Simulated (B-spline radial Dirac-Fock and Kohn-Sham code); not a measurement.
# Relativistic shifts of the levels of Zr¹⁴⁺

System: zirconium as Zr¹⁴⁺, configuration [Ar] 3d8.

Both columns are ΔSCF binding energies of the configuration average from a radial B-spline solver: non-relativistic Hartree-Fock with a point nucleus, and Dirac-Fock with a finite nucleus and the Coulomb interaction alone, averaged over the two j levels with weights 2j+1.

```csv
shell,Hartree-Fock (eV),Dirac-Fock (eV),shift (eV),shift (%)
1s,18022.0,18425.3,+403.36,+2.24
2s,2820.3,2915.8,+95.52,+3.39
2p,2604.4,2630.2,+25.80,+0.99
3s,752.6,772.5,+19.90,+2.64
3p,669.5,675.8,+6.25,+0.93
3d,526.8,524.8,-1.97,-0.37
```

Relativity binds 1s, 2s, 2p, 3s, 3p more strongly, among those listed most of all 2s in relative terms, and 3d more weakly, because the contracted s and p shells screen the nucleus better.

Values without a named source are computed, but for edge energies of neutral atoms, which are taken from tables.
